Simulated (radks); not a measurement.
Ti3+, 19 electrons, occupied as [Ne] 3s2 3p5.75 3d1 4d0.25 (fractional occupations, a model configuration). All-electron calculation, Dirac Kohn-Sham, PBEsol, spin-unpolarised, spherical densities, finite nucleus; open shells fill j = l - 1/2 first; Fermi nuclear charge, rms radius 3.5921 fm. Program: a radial shooting solver on a logarithmic mesh with Libxc functionals.

Unscreened Slater integrals over Kohn-Sham orbitals (cm^-1). Large and small components are both included. Empty in this configuration: 3d5/2.

integral          value
F0(4d3/2,4d3/2)   50715
F2(4d3/2,4d3/2)   26422
F0(4d3/2,3d3/2)   67209
F2(4d3/2,3d3/2)   14652
G0(4d3/2,3d3/2)  5903.1
G2(4d3/2,3d3/2)  6288.1
F0(4d3/2,3p3/2)   68359
F2(4d3/2,3p3/2)   13038
G1(4d3/2,3p3/2)  6303.5
G3(4d3/2,3p3/2)  4802.4
F0(4d3/2,3p1/2)   68422
G1(4d3/2,3p1/2)  6406.6
F0(4d3/2,3d5/2)   67192
F2(4d3/2,3d5/2)   14667
G2(4d3/2,3d5/2)  6282.8
G4(4d3/2,3d5/2)  4643.8
F0(3d3/2,3d3/2)  163530
F2(3d3/2,3d3/2)   77696
F0(3d3/2,3p3/2)  174490
F2(3d3/2,3p3/2)   84115
G1(3d3/2,3p3/2)  104610
G3(3d3/2,3p3/2)   63725
F0(3d3/2,3p1/2)  175030
G1(3d3/2,3p1/2)  104990
F0(3d3/2,3d5/2)  163380
F2(3d3/2,3d5/2)   77635
G2(3d3/2,3d5/2)   77598
G4(3d3/2,3d5/2)   48706
F0(3p3/2,3p3/2)  188330
F2(3p3/2,3p3/2)   94951
F0(3p3/2,3p1/2)  188970
G2(3p3/2,3p1/2)   95218
F0(3p3/2,3d5/2)  174320
F2(3p3/2,3d5/2)   84039
G1(3p3/2,3d5/2)  104550
G3(3p3/2,3d5/2)   63683
F0(3p1/2,3p1/2)  189610
F0(3p1/2,3d5/2)  174850
G3(3p1/2,3d5/2)   63833
F0(3d5/2,3d5/2)  163230
F2(3d5/2,3d5/2)   77575
F4(3d5/2,3d5/2)   48692
